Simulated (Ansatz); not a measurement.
Reaction (formal hydrolysis of the Al–C bond): `[CH3][Al]([OH])[C](=N)Cl` + H₂O → `[CH3][Al]([OH])[OH]` + `N=CCl`

Calculated with Ansatz (gas phase, PBE0-D4/def2-TZVP geometries, no zero-point term in ΔE). CCSD(T)/CBS adds triple-zeta CCSD(T) − MP2 to the extrapolated MP2 energy (def2 sets, frozen cores). This one scheme is used for every species. DFT in def2-TZVPP. One conformer a species, not always the lowest.

```json
{"level": "revPBE-D4", "ΔE (eV)": "-1.00"}
{"level": "B97M-V", "ΔE (eV)": "-1.15"}
```

Problem. What does CCSD(T)/CBS give? (An estimate is asked.)

Solution. Computed: -1.13 eV. The listed levels differ from it by 0.13, -0.02 eV.

Largest T1 diagnostic among the species: 0.013.

From r2SCAN to r2SCAN0 (25 % exact exchange), in def2-TZVPP and without D4, ΔE moves by −0.04 eV. At CCSD(T), def2-SVP lies −0.04 eV from the extrapolated value and def2-TZVPP −0.02 eV.
